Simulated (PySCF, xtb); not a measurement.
C2H6FNOSi, SMILES N[SiH2]O/C=C/F.

GFN2-xTB in xtb 6.7.1 at its own geometry gives an orbital gap of 4.85 eV and a dipole moment of 3.44 D.

The structure is a stationary point at PBE0-D3(BJ)/def2-SVP. The structure was generated by enumeration; whether it is a known compound was not checked. Other conformers were not sampled.

### Question
What does PBE0/def2-TZVP run with PySCF give? (The exact figures need the calculation; the answer reports its results.)

### Answer
gap 6.76 eV (levels -6.50 and 0.26 eV), dipole 2.36 D.
